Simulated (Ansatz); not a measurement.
ammonium (SMILES [NH4+]) moved off its minimum; all values from Ansatz (an electronic-structure program), cores frozen in correlated methods.
(charge 1, multiplicity 1)
```xyz
5

N     -0.0171    -0.0161    -0.0269
H     -0.6806    -0.2730    -0.7128
H      0.0749     1.0283    -0.0022
H     -0.2813    -0.3341     0.9223
H      0.9466    -0.4358    -0.1454
```

| level | largest force (eV/Å) | on atom | rms difference from CCSD(T)/aug-cc-pVTZ (eV/Å) | dipole (D) |
|---|---|---|---|---|
| HF/def2-TZVPP | 3.78 | N1 | 0.338 | - |
| PBE/def2-TZVPP | 3.41 | N1 | 0.159 | - |
| r2SCAN/def2-TZVPP | 3.48 | N1 | 0.020 | - |
| B3LYP/def2-TZVPP | 3.48 | N1 | 0.011 | - |
| wB97M-V/def2-TZVPP | 3.50 | N1 | 0.028 | - |
| MP2/aug-cc-pVTZ | 3.51 | N1 | 0.034 | - |
| CCSD(T)/aug-cc-pVTZ | 3.50 | N1 | 0.000 | - |

The differences count from one level among others, with limits of its own. Forces at CCSD(T)/aug-cc-pVTZ (eV/Å):

```csv
atom,Fx,Fy,Fz
N1,2.556,0.950,2.188
H2,-0.861,-0.705,-1.104
H3,-0.058,-0.941,-0.067
H4,-0.421,0.201,-0.479
H5,-1.216,0.495,-0.539
```
